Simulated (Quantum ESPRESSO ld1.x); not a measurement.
All-electron atom: In7+ in [Kr] 4d6. Calculated with ld1.x of Quantum ESPRESSO 7.5: scalar-relativistic Kohn-Sham, LDA (Slater exchange, Perdew-Zunger correlation), spin-polarised, spherical densities, point nucleus; open shells are filled with parallel spins first.

Radial electron density D(r) = 4 pi r^2 rho(r):

```
   r/bohr * D(r) (the largest magnitude, 80.3, reaches the edge; | marks zero)
 0.001504 | *
 0.001942 |  *
 0.002529 |    *
 0.003267 |      *
  0.00422 |          *
 0.005452 |              *
 0.007042 |                    *
 0.009097 |                           *
  0.01185 |                                  *
   0.0153 |                                       *
  0.01977 |                                          *
  0.02553 |                                         *
  0.03298 |                                      *
   0.0426 |                                    *
  0.05503 |                                        *
  0.07166 |                                                 *
  0.09257 |                                                      *
   0.1196 |                                                *
   0.1545 |                                      *
   0.1995 |                                      *
   0.2577 |                                           *
   0.3356 |                                      *
   0.4335 |                      *
     0.56 |            *
   0.7234 |             *
   0.9344 |           *
    1.207 |     *
    1.572 | *
     2.03 *
    2.623 *
    3.388 *
```

D(r) has 4 maxima, at r = 0.0209, 0.0918, 0.273, 0.771 bohr, and minima at 0.0409, 0.177, 0.602 bohr, inside which lie 2.00, 11.11, 29.08 electrons.
